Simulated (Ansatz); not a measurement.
System: H₂BSeO, charge 0, doublet. H2BSeO (SMILES O[B][SeH], doublet).
B3LYP-D3(BJ)/def2-TZVP minimum from Ansatz (a quantum-chemistry and plane-wave program):
```
B
O 1 1.3392
H 2 0.9629 1 115.22
Se 1 1.9531 2 121.68 3 -180.00
H 4 1.4693 1 93.82 2 -180.00
```
Charge 0, spin multiplicity 2.

Total energies in aug-cc-pVDZ, 17 correlated electrons, 16 frozen orbitals. Radicals and triplets start from unrestricted determinants; spin-orbit coupling is neglected. Correlated methods leave the cores frozen (noble-gas shells, and filled d and f shells in the p block). No relativity.

```csv
method,program,energy (Eh),minus CCSDT(Q) (mEh)
HF,Ansatz,-2500.55726,429.12
MP2,Ansatz,-2500.94384,42.54
CCSD,Ansatz,-2500.97021,16.17
CCSD(T),Ansatz,-2500.98429,2.09
CCSDT(Q),Ansatz,-2500.98638,0.00
```

Rough core times of Ansatz's runs on a shared machine: CCSD(T) 30 s, CCSDT(Q) 30 min.
